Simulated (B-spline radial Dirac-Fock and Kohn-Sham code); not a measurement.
## Si²⁺ 2p3/2: cross section and angular parameters

System: Si²⁺, configuration [Ne] 3s2; threshold 130.1 eV (orbital energy of the model). Calculated with a radial finite-basis atomic code, using Dirac-Hartree-Slater photoionisation with a Latter tail; cross sections with all multipoles, angular parameters from the dipole term and its interference with E2.

For linearly polarised light dσ/dΩ = σ/(4π) [1 + β P₂(cos θ) + (δ + γ cos²θ) sin θ cos φ], with θ from the polarisation vector and φ the angle between the beam and the projection of the electron momentum on the plane normal to the polarisation.

```csv
hν (eV),σ (kb),β,γ,δ
150,3110,1.011,-0.025,0.010
400,362,1.479,0.193,0.018
600,119,1.397,0.309,0.024
642,97.6,1.377,0.328,0.026
721,69.6,1.338,0.362,0.029
800,51.2,1.301,0.393,0.032
1040,23.0,1.195,0.471,0.042
1080,20.5,1.179,0.482,0.044
1110,18.8,1.167,0.491,0.045
1253.6,12.8,1.112,0.526,0.051
1750,4.35,0.954,0.618,0.073
2050,2.57,0.877,0.659,0.086
2430,1.44,0.794,0.700,0.102
2710,?,?,?,?
2960,0.731,0.702,0.745,0.123
3700,0.333,0.603,0.793,0.150
4000,0.252,0.570,0.809,0.161
4210,0.210,0.549,0.820,0.168
6000,0.0578,0.417,0.898,0.224
7440,0.0260,0.346,0.950,0.263
9750,0.00932,0.265,1.018,0.319
```

Q: Give the values at 2710 eV.

A: σ = 0.993 kb, β = 0.743, γ = 0.725, δ = 0.113.
